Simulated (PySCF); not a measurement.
# Interval between two levels of Rb by level of theory

Rb [Kr] 5s1 [2S1/2, M_J = 1/2] → Rb [Kr] 4d1 [2D5/2, M_J = 5/2], as a difference of total energies. Calculation: PySCF 2.14, in x2c-SVPall-2c with one added diffuse shell each of s, d type (7s7p7d1f, 70 functions); the two-component X2C-1e Hamiltonian. Correlated levels: [Ar] 3d10 frozen; the 6 highest virtual spinors dropped. "Screened" scales the spin-orbit matrix elements by Boettger's factors to mimic the two-electron term; Breit and QED terms are absent.

| method | interval between two levels (cm⁻¹) |
| --- | --- |
| GHF (spin-free) | 17558 |
| GMP2 (spin-free) | 18614 |
| GHF (screened spin-orbit) | 17558 |
| GMP2 (screened spin-orbit) | 18616 |

The spin-free rows lack the spin-orbit shift.

Errors of the correlated levels include the incompleteness of this basis and the frozen core.

For comparison: 19355 cm⁻¹ (measured; NIST Handbook of Basic Atomic Spectroscopic Data (Sansonetti and Martin, J. Phys. Chem. Ref. Data 34, 1559 (2005))).
